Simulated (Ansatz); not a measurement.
`[CH3][Ga]([CH3])[C]#N` + HCl → `[CH3][Ga]([Cl])[C]#N` + CH₄ at 298.15 K and 1 bar (ligand exchange at a Ga–C bond).

Isolated molecules relaxed with PBE0-D4/def2-TZVP in Ansatz; ΔE leaves out vibrations. CCSD(T)/CBS adds triple-zeta CCSD(T) − MP2 to the extrapolated MP2 energy (def2 sets, frozen cores). This one scheme is used for every species. For Ga outer-core shells are correlated without core-valence functions, which leaves a few kJ/mol of doubt a bond. Scalar relativity is left out up to krypton.

| species | CCSD(T)/CBS energy (Eh) | H − E (kJ/mol) | S (J/(mol·K)) |
| --- | --- | --- | --- |
| `[CH3][Ga]([CH3])[C]#N` | -2096.42071 | 232.9 | 379.5 |
| HCl | -460.38127 | 26.6 | 186.8 |
| `[CH3][Ga]([Cl])[C]#N` | -2516.38895 | 140.7 | 377.6 |
| CH₄ | -40.46206 | 127.4 | 186.2 |

H − E and S are ideal-gas, rigid-rotor, harmonic terms from PBE0-D4/def2-TZVP. 1 Eh = 2625.50 kJ/mol, R = 8.31446 J/(mol·K).

Q: By hand: ΔE, ΔH, ΔS and ΔG.

A: ΔE = (-2516.38895) + (-40.46206) − (-2096.42071) − (-460.38127) = -0.04903 Eh = -128.7 kJ/mol. Δ(H − E) = 140.7 + 127.4 − 232.9 − 26.6 = 8.6, so ΔH = -120.1 kJ/mol. ΔS = 377.6 + 186.2 − 379.5 − 186.8 = -2.5 J/(mol·K). ΔG = -120.1 − 298.15 × (-2.5)/1000 = -119.4 kJ/mol.

Q: By hand: the equilibrium constant, and the temperature at which ΔG would vanish if ΔH and ΔS stayed fixed.

A: log₁₀ K = −ΔG/(RT ln 10) = 20.9. ΔG = 0 at ΔH/ΔS = 48040 K, far beyond where these terms or the molecules hold.

The number of gas molecules stays the same, so ΔS is small and ΔH decides. A doubt of 5 kJ/mol in ΔE shifts log₁₀ K by 0.9 here. Modes under 60 cm⁻¹, often nearly free rotors, make the harmonic entropy too high. These are equilibria of isolated gas molecules and say nothing of rates. Largest T1 diagnostic: 0.012 (customary marks: 0.02 for closed shells, 0.045 for open ones).
